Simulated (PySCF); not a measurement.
Nb(Me)5 (C5H15Nb), SMILES [CH3][Nb]([CH3])([CH3])([CH3])[CH3], multiplicity 1. Atoms are numbered in the order given.

```xyz
21

Nb     0.0437    -0.0539    -0.1140
C      1.4249    -0.3430     1.5484
H      1.1114     0.1164     2.4987
H      2.3995     0.0858     1.2534
H      1.5595    -1.4274     1.7071
C     -1.8867     0.9371    -0.3273
H     -1.7849     1.7042    -1.1160
H     -2.2652     1.4205     0.5869
H     -2.6272     0.1912    -0.6657
C      0.7018     2.0101     0.1332
H      1.8060     2.0236     0.1086
H      0.3637     2.4964     1.0615
H      0.3305     2.5941    -0.7277
C      0.7319    -0.9543    -1.9443
H     -0.1210    -1.2843    -2.5671
H      1.3648    -1.8376    -1.7363
H      1.3309    -0.2386    -2.5389
C     -1.1629    -1.4158     1.0874
H     -0.5503    -2.3072     1.3118
H     -2.0267    -1.7360     0.4780
H     -1.5364    -0.9978     2.0353
```

Coordinates come from a B3LYP-D3(BJ)/def2-SVP optimisation. The spin state was assumed, not searched. The def2 effective core potentials stand for the cores of Nb; spin–orbit coupling is left out.

Calculation: PySCF with M06-2X/def2-TZVP.

ESP charges are fitted to the potential on shells at 1.4 to 2.0 van der Waals radii. Atomic charges (e):

```
atom  ESP fit  Löwdin
----  -------  ------
Nb1      1.69    0.61
C2      -0.97   -0.49
H3       0.23    0.13
H4       0.20    0.12
H5       0.20    0.12
C6      -0.94   -0.49
H7       0.19    0.12
H8       0.22    0.13
H9       0.19    0.12
C10     -0.93   -0.49
H11      0.19    0.12
H12      0.22    0.13
H13      0.19    0.12
C14     -0.96   -0.52
H15      0.21    0.13
H16      0.21    0.13
H17      0.21    0.13
C18     -0.96   -0.49
H19      0.20    0.12
H20      0.20    0.12
H21      0.23    0.13
```
